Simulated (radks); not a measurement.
Valence configurations of the gold ion Au+ (all share [Xe]). Method: scalar-relativistic Kohn-Sham, r2SCAN, spin-polarised, spherical densities, finite nucleus; open shells are filled with parallel spins first (spin-orbit coupling, left out, can overturn this in heavy ions); meta-GGA in the generalised Kohn-Sham scheme; Fermi nuclear charge, rms radius 5.4371 fm; computed with a radial shooting solver on a logarithmic mesh with Libxc functionals. Order these by energy: 4f14 5d9.5 6s0.5; 4f14 5d9.5 6p0.5; 4f14 5d7 6p3; 4f14 5d7 6s1 6p2; 4f11 5d8 6s1 6p4; 4f13.5 5d10 6s0.5; 4f14 5d10; 4f14 5d9 6p1; 4f14 5d8 6p2; 4f12 5d8 6p4.

Answer. From the lowest, in eV above it: 4f14 5d10 0.000; 4f14 5d9.5 6s0.5 1.249; 4f14 5d9.5 6p0.5 4.790; 4f14 5d9 6p1 9.885; 4f14 5d8 6p2 21.084; 4f14 5d7 6s1 6p2 24.504; 4f14 5d7 6p3 33.652; 4f13.5 5d10 6s0.5 40.250; 4f12 5d8 6p4 234.94; 4f11 5d8 6s1 6p4 353.31. NIST lists [Xe] 4f14 5d10 as the ground configuration; this level of theory agrees among the configurations tried. The energies are those of spherical high-spin densities, not of single terms.
